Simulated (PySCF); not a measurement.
C3H4Cl2, SMILES C1C(Cl)(Cl)C1. Atoms are numbered in the order given.

```xyz
9

Cl     1.4650     0.0000    -0.7669
C      0.0000     0.0000     0.2009
Cl    -1.4650     0.0000    -0.7669
C      0.0000     0.7571     1.4875
C      0.0000    -0.7571     1.4875
H     -0.9251     1.2747     1.7548
H      0.9251     1.2747     1.7548
H     -0.9251    -1.2747     1.7548
H      0.9251    -1.2747     1.7548
```

Geometry optimised at ωB97X-D3(BJ)/def2-SVP.

Two levels are set side by side: PBE/pcSseg-1 (PySCF) and KT2/pcSseg-1 (PySCF). GIAO shifts against HCl (³⁵Cl), TMS (¹H), TMS (¹³C) at the same level; non-relativistic, no solvent, atoms listed together averaged. Without spin–orbit terms, shifts of atoms bonded to Cl or Br come out too high at both levels. Differences are taken from unrounded values.

```tsv
quantity	KT2
δ(³⁵Cl) of Cl1, Cl3 (ppm)	298.9
δ(¹³C) of C2 (ppm)	75.2
δ(¹³C) of C4, C5 (ppm)	28.0
δ(¹H) of H6, H7, H8, H9 (ppm)	1.65
```

Problem. What does PBE give, and how far is it from KT2? (An estimate is asked for; the answer gives what the named calculation found.)

Solution. 
```tsv
quantity	PBE	PBE minus KT2
δ(³⁵Cl) of Cl1, Cl3 (ppm)	304.4	5.5
δ(¹³C) of C2 (ppm)	77.7	2.5
δ(¹³C) of C4, C5 (ppm)	28.5	0.5
δ(¹H) of H6, H7, H8, H9 (ppm)	1.64	-0.01
```

Rough cost on one machine, each run with all the roots and properties that it gave: KT2 against PBE within a factor of 2.
